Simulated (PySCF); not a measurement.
Isomers of C6H11B, mass 94.095 u with the commonest isotopes. Method: PBE0-D3(BJ)/def2-SVP geometry optimisation, gas phase (PySCF). One conformer each, none proved a minimum here; rigid rotors.

Question: Order these by rotational constant A, smallest first.
A. `[CH2:1]=[CH:2]/[CH:3]=[CH:4]/[B:5]([CH3:6])[CH3:7]` with C1–C2–C3–C4 180°
B. `[BH2:1][C@H:2]1[CH2:3][CH2:4][C:5]12[CH2:6][CH2:7]2` with H–B1–C2–C3 -10° and 176°
C. `[CH2:1]=[C:2]=[CH:3][CH2:4][B:5]([CH3:6])[CH3:7]` with C2–C3–C4–B5 -116°, C3–C4–B5–C6 178°

Answer: B (4097 MHz), C (5494 MHz), A (6489 MHz).

Question: Order these by radius of gyration √(Σ m r²/M), smallest first.
A. `[CH2:1]=[C:2]=[CH:3][CH2:4][B:5]([CH3:6])[CH3:7]` with C2–C3–C4–B5 -116°, C3–C4–B5–C6 178°
B. `[BH2:1][C@H:2]1[CH2:3][CH2:4][C:5]12[CH2:6][CH2:7]2` with H–B1–C2–C3 -10° and 176°
C. `[CH2:1]=[CH:2]/[CH:3]=[CH:4]/[B:5]([CH3:6])[CH3:7]` with C1–C2–C3–C4 180°

Answer: B (1.706 Å), A (2.316 Å), C (2.401 Å).

Question: Order these by out-of-plane moment Σ m c² = (Ia + Ib − Ic)/2, smallest first.
A. `[CH2:1]=[CH:2]/[CH:3]=[CH:4]/[B:5]([CH3:6])[CH3:7]` with C1–C2–C3–C4 180°
B. `[CH2:1]=[C:2]=[CH:3][CH2:4][B:5]([CH3:6])[CH3:7]` with C2–C3–C4–B5 -116°, C3–C4–B5–C6 178°
C. `[BH2:1][C@H:2]1[CH2:3][CH2:4][C:5]12[CH2:6][CH2:7]2` with H–B1–C2–C3 -10° and 176°

Answer: A (3.21 u·Å²), B (25.15 u·Å²), C (36.23 u·Å²).

| SMILES | point group | Ia (u·Å²) | Ib (u·Å²) | Ic (u·Å²) | κ | μa (D) | μb (D) | μc (D) |
| --- | --- | --- | --- | --- | --- | --- | --- | --- |
| C=C=CCB(C)C | C1 | 91.98 | 438.04 | 479.72 | -0.95 | 0.72 | 0.04 | 0.05 |
| C=C/C=C/B(C)C | – | 77.88 | 467.72 | 539.17 | -0.95 | 0.89 | 0.04 | 0.03 |
| B[C@H]1CCC12CC2 | C1 | 123.36 | 186.78 | 237.68 | -0.41 | 0.55 | 1.18 | 0.35 |
